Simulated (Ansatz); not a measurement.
The inner images of a band of H2S + H4HfO4 (12 atoms, charge 0, multiplicity 1) are given out of order.

All numbers below come from RHF/def2-SVP in Ansatz.

First end point:

```xyz
12
Properties=species:S:1:pos:R:3
Hf -0.316 -0.407 0.063
O -0.280 -0.159 2.004
H -0.435 -0.270 2.923
O 1.506 -0.599 -0.583
H 2.368 -0.671 -0.946
O -1.189 1.107 -0.777
H -1.504 1.916 -1.132
O -1.314 -2.018 -0.349
H -1.806 -2.772 -0.610
S 1.817 2.979 1.807
H 2.890 2.227 1.557
H 1.088 1.956 2.260
```

Last end point:

```xyz
12
Properties=species:S:1:pos:R:3
Hf 0.215 0.307 0.149
O 0.745 -0.633 2.283
H -0.030 -1.092 2.586
O 1.722 -0.655 -0.592
H 2.443 -1.109 -0.984
O -0.543 1.230 -1.370
H -0.873 1.665 -2.133
O -1.323 -0.832 0.694
H -2.155 -1.069 0.322
S 0.796 2.349 1.583
H 0.679 3.310 0.665
H 1.150 -0.182 3.012
```

Task: Put them in order from the first end to the last, with their energies above the first end.
A.
```xyz
12
Properties=species:S:1:pos:R:3
Hf 0.146 0.331 0.062
O 0.631 -0.285 2.310
H -0.055 -0.911 2.523
O 1.702 -0.511 -0.710
H 2.387 -0.850 -1.254
O -0.904 1.104 -1.361
H -1.319 1.642 -2.008
O -1.195 -1.028 0.682
H -1.911 -1.441 0.229
S 0.777 2.611 1.098
H 1.922 2.231 1.679
H 0.642 0.398 2.967
```
B.
```xyz
12
Properties=species:S:1:pos:R:3
Hf -0.009 0.022 0.126
O -0.016 0.115 2.249
H -0.362 -0.376 2.979
O 1.651 -0.473 -0.734
H 2.377 -0.725 -1.272
O -1.119 1.245 -0.879
H -1.446 1.991 -1.346
O -1.051 -1.614 0.101
H -1.650 -2.292 -0.148
S 1.294 2.345 1.418
H 2.543 1.872 1.440
H 0.613 1.181 2.281
```
C.
```xyz
12
Properties=species:S:1:pos:R:3
Hf 0.122 0.331 0.143
O 0.696 -0.570 2.285
H -0.016 -1.121 2.586
O 1.758 -0.421 -0.567
H 2.448 -0.844 -1.041
O -0.737 1.084 -1.416
H -1.124 1.603 -2.095
O -1.331 -0.920 0.683
H -2.112 -1.208 0.242
S 0.534 2.477 1.522
H 1.679 2.812 0.917
H 0.908 0.067 2.956
```
D.
```xyz
12
Properties=species:S:1:pos:R:3
Hf -0.157 -0.193 0.137
O -0.159 -0.054 2.120
H -0.457 -0.480 2.905
O 1.619 -0.493 -0.606
H 2.385 -0.692 -1.108
O -1.129 1.217 -0.784
H -1.437 1.978 -1.237
O -1.168 -1.813 -0.145
H -1.730 -2.533 -0.352
S 1.496 2.620 1.481
H 2.651 1.954 1.463
H 0.911 1.779 2.341
```
E.
```xyz
12
Properties=species:S:1:pos:R:3
Hf 0.144 0.257 0.080
O 0.243 -0.079 2.365
H -0.367 -0.689 2.762
O 1.661 -0.502 -0.835
H 2.369 -0.758 -1.395
O -1.042 1.225 -1.096
H -1.436 1.884 -1.635
O -1.041 -1.302 0.506
H -1.588 -1.880 0.002
S 1.154 2.468 1.094
H 2.340 1.971 1.470
H 0.388 0.695 2.897
```

Result: D (+2.2 kcal/mol), B (+19.3 kcal/mol), E (+2.1 kcal/mol), A (-1.3 kcal/mol), C (-1.9 kcal/mol).

Run time: 2.6 min on 4 threads of AMD EPYC 9R45 96-Core Processor (Zen 5), on a shared host, peak memory 0.39 GiB.
